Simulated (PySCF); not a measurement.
**Which determinant of SbP lies lowest?**

Unrestricted PBE0; Sb x2c-TZVPPall, P x2c-TZVPPall; spin-free X2C with a Gaussian nucleus (PySCF 2.14). Outer shells of the fragments: Sb 4d10 5s2 5p3; P 3s2 3p3.

Followed along the bond (rough minima from three points):

```tsv
2Ms+1	unpaired	⟨S²⟩ at the start	R at minimum (Å)	Te (eV)
1	none	0.00	2.19	0.00
3	π ↑↑	2.05	2.37	1.61
3	π ↑↑	2.01	2.37	2.17
5	π ↑↑↑↑	6.01	none in the scan	≤ 2.26
```

Solutions found at the starting distance of 2.430 Å, counted from the lowest of them; the search is not exhaustive and high or unbound solutions are not listed, so other states can lie among these:

```tsv
2Ms+1	unpaired	term	E (eV)	⟨S²⟩	⟨Lz²⟩	μ (D)
1	none	¹Σ⁺	0.00	0.00	0.00	-1.67
3	π ↑↑	mixed	1.04	2.05	2.02	-1.24
3	π ↑↑	mixed	1.60	2.01	2.01	-1.36
1	π ↑↓	mixed	1.74	1.01	2.03	-1.42
5	π ↑↑↑↑	⁵Σ⁺	1.89	6.01	0.00	-0.54
3	σ ↑, π ↑	³Π	2.24	2.04	1.02	-1.46
```

A term symbol is given only where ⟨S²⟩ and ⟨Lz²⟩ are close to those of a pure state; real π, δ and φ orbitals otherwise mix terms. A positive dipole means Sb(−)P(+).

Compare the gap between the two lowest followed solutions at the starting distance with the gap between their minima.

At PBE0 the second solution (triplet, unpaired electrons π ↑↑) lies +1.04 eV from the first (singlet, closed shell) at 2.430 Å and +1.61 eV at the minima; the two curves relax by different amounts, since their minima lie near 2.37 and 2.19 Å.

Spin–orbit coupling is left out. Counting both spins, an empty level lies below a filled one in some of these solutions, because spin and occupation are held.
